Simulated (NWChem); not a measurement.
**Ionisation of HAl**

```xyz
2

Al     0.0000     0.0000     0.1203
H      0.0000     0.0000    -1.5639
```
Charge 0, spin multiplicity 1.

Everything below was run with NWChem. The geometry was optimised at PBE/def2-SVP, a minimum by its harmonic frequencies.

Basis set: def2-TZVP. −ε marks an orbital energy of the parent.

B3LYP has NWChem's definition, with VWN1-RPA local correlation. The structure started from a generated list of species.

One of these methods gave a first vertical ionisation energy of 7.88 eV. Which?
(A) −ε(HOMO) of HF
(B) −ε(HOMO) of PBE0
(C) −ε(HOMO) of LDA (SVWN5)
(D) −ε(HOMO) of B3LYP

A, −ε(HOMO) of HF. The others give 4.93 (−ε(HOMO) of LDA (SVWN5)), 5.84 (−ε(HOMO) of PBE0), 5.68 (−ε(HOMO) of B3LYP).
